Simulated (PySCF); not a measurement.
**Question.** Give a PBE0-D3(BJ)/def2-SVP geometry of InChI=1S/C2H7GeN/c1-2-3-4/h2H,1,3-4H2.

**Answer.** 
```
atom  x, y, z in Å
C1    -2.1812    0.3891   -0.4939
C2    -1.1145    0.3954    0.3107
Ge3    0.5245   -0.5501   -0.0996
N4     1.9043    0.6575    0.0501
H5    -3.1011    0.9303   -0.2439
H6    -2.1870   -0.1596   -1.4431
H7    -1.1564    0.9642    1.2481
H8     0.8314   -1.6585    0.9269
H9     0.3482   -1.1920   -1.5017
H10    2.8320    0.2520   -0.0429
H11    1.8355    1.4443   -0.5907
```

Orientation and origin are arbitrary. Atoms count from 1 in this order. N4 (nitrogen bonded to Ge and 2 H) is pyramidal (angles 114.5°, 113.9° and 108.2°, sum 336.7°, 0.34 Å off the plane of its three neighbours). Ge3 (germanium bonded to C, N and 2 H) is distorted tetrahedral (angles from 105.6° to 115.5°).

Bonds between heavy atoms (Å): C1=C2 1.336, C2–Ge3 1.936, Ge3–N4 1.840.

Method used: PySCF, PBE0-D3(BJ)/def2-SVP geometry optimisation, gas phase.

Point group: C1 (no symmetry element, even within 0.4 Å). Stationary, but not proved a minimum. One conformer, not necessarily the lowest (C1–C2–Ge3–N4 128°, C2–Ge3–N4–H 174° and -61°).
